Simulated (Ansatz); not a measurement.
System: dihydroxy(dimethyl)silane, C2H8O2Si (charge 0, singlet). SMILES: C[Si](C)(O)O
Geometry from a B3LYP-D3(BJ)/def2-TZVP (Ansatz, a quantum-chemistry and plane-wave program) optimisation:
```
Si
O 1 1.6487
H 2 0.9603 1 117.43
O 1 1.6591 2 106.66 3 40.76
H 4 0.9592 1 118.16 2 -146.37
C 1 1.8577 2 105.80 3 159.82
H 6 1.0914 1 110.45 2 -61.17
H 6 1.0921 7 108.04 1 -121.56
H 6 1.0924 7 108.11 8 -116.62
C 1 1.8697 2 111.83 3 -78.40
H 10 1.0922 1 110.58 2 -59.68
H 10 1.0927 11 107.70 1 -121.92
H 10 1.0934 11 107.50 12 -116.02
```
Charge 0, spin multiplicity 1.

Quantity: vertical ionisation energy (to the doublet state of charge +1; each state is the SCF solution reached for its spin), in eV. Cores are frozen in the correlated levels unless marked. Open shells are spin-unrestricted. Spin-orbit coupling is left out. Non-relativistic. CBS(X,Y): correlation extrapolated as X^-3; Hartree-Fock from the larger set. [CCSD(T)-MP2]/basis is that difference in the basis named.

```json
[
 {"level": "HF/aug-cc-pV(D+d)Z", "program": "Ansatz", "vertical ionisation energy (eV)": "10.07"},
 {"level": "HF/aug-cc-pV(T+d)Z", "program": "Ansatz", "vertical ionisation energy (eV)": "10.05"}
]
```

Question: Estimate the value at RI-MP2/CBS(aug-cc-pV(T+d)Z,aug-cc-pV(Q+d)Z)+[CCSD(T)-MP2]/aug-cc-pV(T+d)Z as computed with Ansatz.

Answer: 10.62 eV, so HF/aug-cc-pV(T+d)Z differs from it by -0.57 eV.
